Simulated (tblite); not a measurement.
Compound: C5H11BFN.
SMILES with atom numbers: `[CH:1]#[N+:2][B@H-:3]([CH2:4][F:5])[CH:6]([CH3:7])[CH3:8]` (hydrogens: H9 on C1; H10 on B3; H11, H12 on C4; H13 on C6; H14, H15, H16 on C7; H17, H18, H19 on C8)
Bond orders are those of one Lewis drawing.

Computed with GFN2-xTB (tblite), gas phase: L-BFGS steps from a force-field or distance-geometry start until the largest atomic force falls under 0.01 eV/Å.

Step 43: E = -684.3822 eV
```
atom  x, y, z in Å  |  force x, y, z in eV/Å
C1      1.4700    1.7705    1.0734    0.017   0.064   0.021
N2      1.1677    0.6726    0.9363   -0.019   0.047  -0.036
B3      0.7400   -0.6313    0.4834   -0.079   0.083   0.001
C4      1.7904   -1.0237   -0.7229    0.023   0.002  -0.042
F5      2.1964    0.0831   -1.4644    0.022  -0.024  -0.032
C6     -0.8090   -0.4527   -0.0755   -0.087   0.048  -0.044
C7     -1.8013   -0.1468    1.0459   -0.024  -0.015  -0.002
C8     -0.9898    0.5910   -1.1815    0.035   0.022  -0.035
H9      1.7506    2.7744    1.2121    0.007   0.019   0.021
H10     0.8039   -1.3864    1.3942    0.012  -0.068  -0.009
H11     2.7139   -1.4805   -0.3602    0.044  -0.007   0.042
H12     1.3226   -1.7061   -1.4355    0.012  -0.034  -0.040
H13    -1.0749   -1.4274   -0.4986    0.002  -0.011   0.024
H14    -1.7196   -0.8778    1.8459   -0.017  -0.009   0.018
H15    -1.6201    0.8445    1.4652    0.003  -0.076  -0.010
H16    -2.8208   -0.1683    0.6609   -0.007   0.016   0.047
H17    -1.9316    0.4221   -1.7082    0.042   0.090   0.084
H18    -1.0069    1.5983   -0.7596   -0.002  -0.080  -0.047
H19    -0.1916    0.5538   -1.9183    0.015  -0.067   0.038
```

Step 44: E = -684.3843 eV
```
atom  x, y, z in Å  |  force x, y, z in eV/Å
C1      1.4692    1.7717    1.0738    0.011   0.034   0.007
N2      1.1694    0.6741    0.9289   -0.029   0.061  -0.002
B3      0.7391   -0.6295    0.4796   -0.090   0.066   0.041
C4      1.7915   -1.0250   -0.7225    0.033  -0.013  -0.034
F5      2.1988    0.0807   -1.4632    0.030  -0.001  -0.062
C6     -0.8127   -0.4510   -0.0777    0.020   0.007  -0.009
C7     -1.8027   -0.1476    1.0460   -0.018  -0.033  -0.006
C8     -0.9896    0.5946   -1.1823    0.019  -0.056   0.001
H9      1.7492    2.7749    1.2150    0.012   0.036   0.024
H10     0.8027   -1.3849    1.3918    0.008  -0.043  -0.024
H11     2.7150   -1.4794   -0.3553    0.028  -0.009   0.037
H12     1.3270   -1.7091   -1.4353    0.012  -0.041  -0.046
H13    -1.0712   -1.4306   -0.4978   -0.027   0.052   0.012
H14    -1.7223   -0.8792    1.8450    0.002  -0.028   0.020
H15    -1.6218    0.8412    1.4686    0.011  -0.042  -0.012
H16    -2.8220   -0.1698    0.6638   -0.044   0.025   0.025
H17    -1.9350    0.4277   -1.6991   -0.015   0.109   0.033
H18    -0.9964    1.6015   -0.7624   -0.007  -0.057  -0.028
H19    -0.1980    0.5487   -1.9241    0.043  -0.066   0.021
```

Step 45: E = -684.3855 eV
```
atom  x, y, z in Å  |  force x, y, z in eV/Å
C1      1.4642    1.7713    1.0703   -0.007  -0.028  -0.008
N2      1.1696    0.6713    0.9286   -0.025   0.118   0.033
B3      0.7367   -0.6314    0.4808   -0.049   0.015   0.044
C4      1.7936   -1.0254   -0.7202    0.037  -0.022  -0.014
F5      2.1930    0.0818   -1.4620    0.036   0.004  -0.077
C6     -0.8145   -0.4496   -0.0804    0.099  -0.038   0.046
C7     -1.8058   -0.1510    1.0427   -0.026  -0.042   0.016
C8     -0.9839    0.6011   -1.1792   -0.046  -0.032  -0.072
H9      1.7393    2.7768    1.2041    0.016   0.037   0.027
H10     0.8003   -1.3935    1.3904    0.000   0.005  -0.053
H11     2.7218   -1.4715   -0.3509   -0.013  -0.001   0.027
H12     1.3344   -1.7144   -1.4323    0.020  -0.035  -0.033
H13    -1.0667   -1.4314   -0.5013   -0.049   0.099  -0.004
H14    -1.7179   -0.8753    1.8486    0.008  -0.023  -0.007
H15    -1.6362    0.8421    1.4587    0.017  -0.028  -0.011
H16    -2.8247   -0.1872    0.6618   -0.061   0.027   0.021
H17    -1.9526    0.4580   -1.6688    0.131   0.153   0.052
H18    -0.9524    1.6115   -0.7570   -0.004  -0.188  -0.102
H19    -0.2081    0.5259   -1.9414   -0.085  -0.021   0.115
```

Step 46: E = -684.3880 eV
```
atom  x, y, z in Å  |  force x, y, z in eV/Å
C1      1.4655    1.7731    1.0702   -0.008  -0.027  -0.006
N2      1.1689    0.6743    0.9242   -0.032   0.092   0.041
B3      0.7339   -0.6285    0.4790    0.000  -0.015   0.029
C4      1.7931   -1.0256   -0.7229    0.024  -0.021   0.005
F5      2.1962    0.0805   -1.4647    0.033   0.003  -0.071
C6     -0.8173   -0.4488   -0.0800    0.119  -0.061   0.066
C7     -1.8072   -0.1515    1.0448   -0.021  -0.038   0.013
C8     -0.9831    0.5999   -1.1809   -0.037  -0.090   0.010
H9      1.7420    2.7772    1.2091    0.019   0.048   0.025
H10     0.8013   -1.3921    1.3884   -0.005   0.028  -0.062
H11     2.7202   -1.4716   -0.3488   -0.030   0.004   0.014
H12     1.3361   -1.7149   -1.4370    0.024  -0.024  -0.011
H13    -1.0687   -1.4316   -0.4978   -0.056   0.091  -0.021
H14    -1.7209   -0.8773    1.8494    0.016  -0.032  -0.013
H15    -1.6352    0.8389    1.4635    0.026   0.009   0.001
H16    -2.8267   -0.1831    0.6666   -0.078   0.019   0.002
H17    -1.9446    0.4558   -1.6738    0.000   0.113  -0.025
H18    -0.9599    1.6073   -0.7622    0.017  -0.063  -0.033
H19    -0.2035    0.5272   -1.9345   -0.012  -0.036   0.036
```

**Question.** Estimate the geometry and energy of step 47. (The exact step hangs on the optimiser's Hessian estimate; all steps are aligned on step 46, rigid shifts and turns removed.)

**Answer.** E = -684.3903 eV, largest force 0.109 eV/Å
```
atom  x, y, z in Å  |  force x, y, z in eV/Å
C1      1.4652    1.7745    1.0687   -0.002   0.006   0.005
N2      1.1681    0.6761    0.9230   -0.039   0.050   0.036
B3      0.7321   -0.6272    0.4791    0.054  -0.026  -0.003
C4      1.7942   -1.0263   -0.7237    0.011  -0.009   0.012
F5      2.1982    0.0788   -1.4677    0.025  -0.010  -0.051
C6     -0.8168   -0.4481   -0.0795    0.071  -0.059   0.058
C7     -1.8084   -0.1538    1.0449   -0.020  -0.014   0.016
C8     -0.9825    0.5995   -1.1813   -0.022  -0.088   0.041
H9      1.7406    2.7786    1.2109    0.020   0.044   0.019
H10     0.8007   -1.3918    1.3878   -0.005   0.037  -0.061
H11     2.7208   -1.4700   -0.3447   -0.038   0.007   0.002
H12     1.3406   -1.7178   -1.4392    0.027  -0.011   0.017
H13    -1.0690   -1.4290   -0.4982   -0.056   0.049  -0.033
H14    -1.7210   -0.8790    1.8499    0.015  -0.036  -0.020
H15    -1.6379    0.8365    1.4639    0.031   0.021   0.009
H16    -2.8286   -0.1844    0.6680   -0.067   0.006  -0.004
H17    -1.9476    0.4665   -1.6667   -0.037   0.074  -0.055
H18    -0.9511    1.6056   -0.7649    0.035  -0.001  -0.002
H19    -0.2073    0.5205   -1.9377   -0.001  -0.040   0.015
```

The energy changes by -0.0023 eV. The first-order estimate −F·Δx gives -0.0028 eV and the mean of the old and new forces, exact on a quadratic surface, -0.0023 eV. The step makes an angle of 66° with the force vector and moves no atom by more than 0.013 Å.

The cost below is that of the whole relaxation. The run took 0.55 s of wall time on one thread of an Arm Neoverse V2, shared host with 96 logical CPUs at a one-minute load of 52.
